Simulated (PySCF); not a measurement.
Compound: C5H6O3P (charge -1).
SMILES with atom numbers: `[CH3:1][P@:2](=[O:3])([O-:4])[c:5]1[cH:6][cH:7][cH:8][o:9]1`

Geometry (GFN2-xTB, Å), atoms numbered from 1 in this order:
```xyz
15
C5H6O3P angstrom
C     -2.2996    0.3487    0.5928
P     -1.3976   -0.6082   -0.7212
O     -1.6499   -0.0220   -2.0649
O     -1.5954   -2.0701   -0.5153
C      0.3271   -0.1755   -0.2270
C      1.4033    0.0471   -1.0358
C      2.5154    0.2393   -0.1833
C      2.0335    0.1129    1.0826
O      0.7128   -0.1390    1.0636
H     -2.0056    0.0058    1.5803
H     -2.1081    1.4134    0.4904
H     -3.3617    0.1567    0.4445
H      1.3812    0.0774   -2.1060
H      3.5315    0.4407   -0.4669
H      2.5086    0.1808    2.0443
```

Probes without a nucleus sit at each ring's centroid and 1 Å off its mean plane on both sides; NICS is minus the shielding there, NICSzz its component along the normal. Level: GIAO PBE0/pcSseg-1 (PySCF, non-relativistic, gas phase) on the GFN2-xTB geometry, one conformer.

Ring bond lengths (Å), with Mayer bond orders in brackets: C5–C6 1.364 (1.59), C6–C7 1.414 (1.26), C7–C8 1.360 (1.58), C8–O9 1.345 (1.09), O9–C5 1.348 (1.02).

What do the NICS probes read (ppm)?

```csv
ring,type,NICS(0),"NICS(1), two faces","NICS(1)zz, two faces",rms pucker (Å),"centre to ring atoms, mean (Å)"
C5–C6–C7–C8–O9,5-membered ring with O; formal bonds all aromatic,-12.2,-10.6 / -10.8,-26.8 / -27.0,0.00,1.16
```

What can be read from them?

- C5–C6–C7–C8–O9: mean NICS(1)zz -26.9 ppm, shielded. For a flat ring without four-coordinate atoms the NICS criterion counts such a value as aromatic.

And the bond-length index? HOMA = 1 − mean of α(R − Ropt)² over the ring bonds, with Krygowski's 1993 parameters (CC: Ropt 1.388 Å, α 257.7 Å⁻²; CO: Ropt 1.265 Å, α 157.38 Å⁻²).

- C5–C6–C7–C8–O9: HOMA 0.48; the largest term is that of O9–C5, α(R − Ropt)² = 1.07.

Give the inner angles of the rings and the Hirshfeld charges of the ring atoms.

- C5–C6–C7–C8–O9: C5 109.7° (0.000 e), C6 106.6° (-0.109 e), C7 105.6° (-0.116 e), C8 110.6° (-0.030 e), O9 107.4° (-0.064 e); sum 540.0° against 540° for a flat convex ring.

What are the shieldings of the ring atoms and their hydrogens in the same run (means over atoms taken as equivalent)?

| atoms | environment | σ isotropic (ppm) |
| --- | --- | --- |
| C5 | substituted aromatic carbon | 8.5 |
| C6 | aromatic CH carbon | 72.9 |
| C7 | aromatic CH carbon | 72.6 |
| C8 | aromatic CH next to a ring oxygen | 47.3 |
| O9 | furan-type oxygen | 31.0 |
| H13 | aromatic hydrogen | 25.03 |
| H14 | aromatic hydrogen | 25.57 |
| H15 | aromatic hydrogen | 24.69 |

Hardware: Arm Neoverse V1, one thread, no GPU, shared host. Cost: 28 s wall, 0.84 GiB resident at most. This is the whole shielding run at PBE0/pcSseg-1, SCF included.
